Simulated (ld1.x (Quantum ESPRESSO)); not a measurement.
Before and after: TM potential for niobium

* Element: Nb (Z = 41)
* Generator: ld1.x (Quantum ESPRESSO) 7.5
* Type: norm-conserving Troullier–Martins (Kleinman–Bylander form)
* Functional: revPBE
* Relativity: scalar-relativistic
* Frozen core: [Kr]
* Valence charge: 5
* Reference configuration: 4d4 5s1 5p0
* Partial waves: 5s (bound): rc 2.25 bohr; 5p (bound, empty): rc 4.20 bohr; 4d (bound): rc 1.55 bohr
* Local potential: all-electron potential smoothed inside 1.40 bohr (lloc = -1)
* Core correction: Bessel-smoothed model core inside 1.55 bohr

All-electron outer shells of the reference configuration (revPBE, scalar-relativistic, ld1.x):

| shell | level (eV) | outermost node (bohr) | outermost maximum (bohr) |
| --- | --- | --- | --- |
| 4s | -58.35 | 0.53 | 1.04 |
| 4p | -34.48 | 0.54 | 1.12 |
| 5s | -3.90 | 1.41 | 3.08 |
| 4d | -2.99 | 0.55 | 1.49 |
| 5p | -1.08 | 1.63 | 4.26 |

Change: local potential all-electron potential smoothed inside 3.94 bohr (lloc = -1).

Cutoffs: the cutoffs (Ry, on a coarse ladder) from which the occupation-weighted sum of valence levels, in a spherical-Bessel basis at the reference potential, stays within 10 and 1 mRy of its value at 400 Ry; they do not see the model core or the augmentation charge, which bear on the density cutoff. Errors are all-electron minus pseudo energies relative to the spin-unpolarised reference configuration.

Task: How do hardness, ghosts and transferability respond?

Result: The potential gets neither clearly harder nor softer (40 Ry and 50 Ry → 40 Ry and 50 Ry); the bound ghost in p, s disappears; of the 7 tests that both files solve, the error grows in 6 and shrinks in 0 by more than 15 % and 0.3 meV (median size 31.4 → 58.2 meV); the range in which the d phases agree narrows (upper end 2.7 → 0.3). In the separable form a ghost depends on how the local part lies against the semilocal potential of the channel, so the choice of the local part can create or remove one. The local part now departs from the all-electron potential out to 3.94 bohr, far beyond the d radius of 1.55 bohr, and whatever the projectors do not describe feels it: the likely cause.

```csv
quantity,base,changed
"cutoff, loose",40 Ry,40 Ry
"cutoff, tight",50 Ry,50 Ry
loose cutoff by channel (10 mRy a level),"s 12 Ry, d 30 Ry","s 12 Ry, d 35 Ry"
bound ghosts,"s, p",none
"error for 4d4 5s0 5p0, meV [ΔE 6.52 eV]",-11,-12
"error for 4d3 5s0 5p0, meV [ΔE 20.48 eV]",-73,-139
"error for 4d2 5s0 5p0, meV [ΔE 45.13 eV]",-501,-710
"error for 4d3 5s2 5p0, meV [ΔE -0.49 eV]",-45,-61
"error for 4d4.5 5s0.5 5p0, meV [ΔE 0.54 eV]",-9.4,-14
"error for 4d5 5s0 5p0, meV [ΔE 1.24 eV]",-31,-48
"error for 4d3 5s1 5p0, meV [ΔE 6.96 eV]",-27,-58
s: phases at 4.56 bohr within 0.05 rad from the reference energy up to (Ry; the scan ends near 5),0.6,0.6
p: phases at 4.56 bohr within 0.05 rad from the reference energy up to (Ry; the scan ends near 5),1.0,0.9
d: phases at 4.56 bohr within 0.05 rad from the reference energy up to (Ry; the scan ends near 5),2.7,0.3
```

 A true bound ghost makes a file unfit for plane-wave use even where its test errors are small: the radial tests pick states by their node count and pass the ghost by.
